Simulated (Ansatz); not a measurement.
Born–Oppenheimer molecular dynamics of C4H10AlB (16 atoms, charge 0, multiplicity 1). It starts from a relaxed structure.

Computed with Ansatz, UKS B3LYP-D4/STO-3G.

| Item | Value |
| --- | --- |
| ensemble | NVE (Milne-controlled integrator) |
| time step | 1 fs |
| steps asked | 90 |
| starting velocities drawn for | 500 K |
| masses | H 3.016 u |
| seed | 325423 |

First frame:

```xyz
16
Properties=species:S:1:pos:R:3
B 1.705 -1.626 -1.253
C 1.080 -0.462 -0.472
Al 2.038 0.529 0.853
C -0.221 -0.175 -0.758
C -1.059 0.919 -0.070
C -2.188 0.308 0.819
H 2.803 -1.989 -1.036
H 1.101 -2.187 -2.090
H 2.144 -0.016 2.247
H 2.696 1.827 0.484
H -0.792 -0.753 -1.509
H -0.407 1.559 0.555
H -1.521 1.570 -0.836
H -2.859 -0.317 0.209
H -1.758 -0.319 1.615
H -2.784 1.108 1.285
```

(1) How far do the bonds stretch over the last three quarters of this one trajectory? (Pairs bonded in most of those frames.)

## Answers

(1) 
```json
{"bond": "B1–C2", "mean (Å)": "1.537", "spread (Å)": "0.017", "shortest": "1.51", "longest": "1.57"}
{"bond": "B1–H7", "mean (Å)": "1.181", "spread (Å)": "0.029", "shortest": "1.13", "longest": "1.23"}
{"bond": "B1–H8", "mean (Å)": "1.179", "spread (Å)": "0.029", "shortest": "1.13", "longest": "1.22"}
{"bond": "C2–Al3", "mean (Å)": "1.914", "spread (Å)": "0.046", "shortest": "1.83", "longest": "2.00"}
{"bond": "C2–C4", "mean (Å)": "1.363", "spread (Å)": "0.010", "shortest": "1.34", "longest": "1.38"}
{"bond": "Al3–H9", "mean (Å)": "1.506", "spread (Å)": "0.029", "shortest": "1.46", "longest": "1.55"}
{"bond": "Al3–H10", "mean (Å)": "1.505", "spread (Å)": "0.033", "shortest": "1.46", "longest": "1.55"}
{"bond": "C4–C5", "mean (Å)": "1.551", "spread (Å)": "0.019", "shortest": "1.52", "longest": "1.59"}
{"bond": "C4–H11", "mean (Å)": "1.110", "spread (Å)": "0.015", "shortest": "1.08", "longest": "1.13"}
{"bond": "C5–C6", "mean (Å)": "1.566", "spread (Å)": "0.013", "shortest": "1.55", "longest": "1.60"}
{"bond": "C5–H12", "mean (Å)": "1.109", "spread (Å)": "0.006", "shortest": "1.10", "longest": "1.12"}
{"bond": "C5–H13", "mean (Å)": "1.109", "spread (Å)": "0.014", "shortest": "1.09", "longest": "1.13"}
{"bond": "C6–H14", "mean (Å)": "1.101", "spread (Å)": "0.015", "shortest": "1.07", "longest": "1.13"}
{"bond": "C6–H15", "mean (Å)": "1.107", "spread (Å)": "0.032", "shortest": "1.05", "longest": "1.16"}
{"bond": "C6–H16", "mean (Å)": "1.101", "spread (Å)": "0.007", "shortest": "1.08", "longest": "1.12"}
```

Mean temperature of the second half: 246 K. The conserved energy stayed within 0.051 meV per atom of its start (net change -0.00088 meV per atom), so the integration is sound. The temperature averaged 0.49 of the 500 K drawn at the start: a run that starts near a minimum puts about half its kinetic energy into the potential. A run of 0.09 ps of so small a system gives no equilibrium averages. Limits of this set-up: minimal basis.

Run time: 7.4 min on 1 thread of Arm Neoverse V2, with other jobs on the host, peak memory 0.16 GiB.
